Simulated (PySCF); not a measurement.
4-methyl-2H-pyrrole (C5H7N), SMILES C1(=CCN=C1)C. Coordinates come from a PBE-D3(BJ)/def2-SVP optimisation. The values are those of a single conformer.

Question: Give the equilibrium geometry at PBE-D3(BJ)/def2-SVP (PySCF confirms it by a frequency run) as Cartesian coordinates in Å, and its point group. (An estimate is asked for; the answer gives what the named calculation found.)

Answer: One answer among several that fit: point group Cs.
```xyz
13

C      0.0223     2.2004     0.0000
C      0.0612     0.7048     0.0000
C      1.1321    -0.1404     0.0000
C      0.5956    -1.5405     0.0000
N     -0.8585    -1.4500     0.0000
C     -1.1244    -0.1779     0.0000
H     -0.5180     2.5880     0.8897
H     -0.5180     2.5880    -0.8897
H      1.0389     2.6378     0.0000
H      2.1950     0.1390     0.0000
H      0.9298    -2.1338    -0.8831
H      0.9298    -2.1338     0.8831
H     -2.1689     0.1865     0.0000
```
